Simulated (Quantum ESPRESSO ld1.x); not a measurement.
These are the eigenvalues of the occupied orbitals of an atom or ion with whole-number occupations (eV). All-electron calculation, scalar-relativistic Kohn-Sham, PBE, spin-unpolarised, spherical densities, point nucleus. Program: ld1.x of Quantum ESPRESSO 7.5.

| orbital | eigenvalue |
|---|---|
| 1s | -23156.1 |
| 2s | -3458.41 |
| 2p | -3111.62 |
| 3s | -712.965 |
| 3p | -598.963 |
| 3d | -417.003 |
| 4s | -191.253 |
| 4p | -157.213 |
| 4d | -106.123 |

Which element is it, and in what charge state? The configuration may be excited.

Answer. Z = 45, rhodium, charge +7: Rh7+ in [Kr] 4d2. The list shows which subshells hold electrons but not how many an open one holds; the 1s level, -850.97 hartree, gives Z - s = 41.3 by -(Z - s)^2/2, which with screening and relativity narrows Z to a few neighbours, and the depths of the outer levels then fix element, charge and occupations together.
